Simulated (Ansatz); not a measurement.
The cluster Cu2I (the lowest doublet isomer of a short search), 3 atoms. Hardware: 4 threads of Arm Neoverse V2 on a shared host.

In the def2 sets I takes a core potential; there is no spin–orbit coupling. Correlated methods freeze 22 core orbitals; core or outer-core shells of I are correlated, in sets that lack core-valence functions.

(1) How many basis functions does each of these Ansatz runs have, and roughly what does it cost? r2SCAN-D4/def2-TZVP, charge 0 doublet, energy, from earlier orbitals; HF/def2-TZVP, charge 0 doublet, energy, from earlier orbitals; RPA@PBE/def2-TZVP, charge 0 doublet, energy, from earlier orbitals; PBE-D4/def2-TZVP, charge 0 quartet, energy, from earlier orbitals; PBE0-D4/def2-TZVPD, charge -1 triplet at the geometry of the charge 0 doublet, energy; PBE0-D4/def2-TZVP, charge 1 triplet at the geometry of the charge 0 doublet, energy; HF/STO-3G, charge 0 quartet, energy; r2SCAN-D4/def2-TZVPD, charge -1 singlet at the geometry of the charge 0 doublet, energy, from earlier orbitals; PBE-D4/def2-TZVPD, charge -1 triplet at the geometry of the charge 0 doublet, energy, from earlier orbitals; LC-ωPBE/def2-TZVP, charge 0 quartet, energy, from earlier orbitals; r2SCAN-D4/def2-TZVPD, charge -1 triplet at the geometry of the charge 0 doublet, energy, from earlier orbitals; PBE0-D4/def2-TZVP, charge 1 singlet at the geometry of the charge 0 doublet, energy, from earlier orbitals.

Answers

(1) Other jobs shared the machine, so times can vary by a factor of up to 3. A dash marks memory too small to be measured apart from the calling script's.

| run | functions | fitting or Cholesky vectors | wall time | peak host memory (GiB) |
| --- | --- | --- | --- | --- |
| HF/def2-TZVP, charge 0 doublet, energy, from earlier orbitals | 140 | 1426 | 2.3 s | – |
| PBE0-D4/def2-TZVP, charge 1 singlet at the geometry of the charge 0 doublet, energy, from earlier orbitals | 140 | 1426 | 2.6 s | – |
| PBE-D4/def2-TZVPD, charge -1 triplet at the geometry of the charge 0 doublet, energy, from earlier orbitals | 155 | 1352 | 3.4 s | – |
| PBE-D4/def2-TZVP, charge 0 quartet, energy, from earlier orbitals | 140 | 1273 | 3.4 s | – |
| r2SCAN-D4/def2-TZVPD, charge -1 singlet at the geometry of the charge 0 doublet, energy, from earlier orbitals | 155 | 1352 | 4 s | – |
| HF/STO-3G, charge 0 quartet, energy | 63 | 588 | 4.4 s | – |
| RPA@PBE/def2-TZVP, charge 0 doublet, energy, from earlier orbitals | 140 | 1426 | 5.5 s | – |
| PBE0-D4/def2-TZVPD, charge -1 triplet at the geometry of the charge 0 doublet, energy | 155 | 1487 | 6 s | 0.69 |
| r2SCAN-D4/def2-TZVP, charge 0 doublet, energy, from earlier orbitals | 140 | 1273 | 6.5 s | – |
| r2SCAN-D4/def2-TZVPD, charge -1 triplet at the geometry of the charge 0 doublet, energy, from earlier orbitals | 155 | 1352 | 9 s | – |
| LC-ωPBE/def2-TZVP, charge 0 quartet, energy, from earlier orbitals | 140 | 1273 | 10 s | – |
| PBE0-D4/def2-TZVP, charge 1 triplet at the geometry of the charge 0 doublet, energy | 140 | 1426 | 14 s | 0.71 |
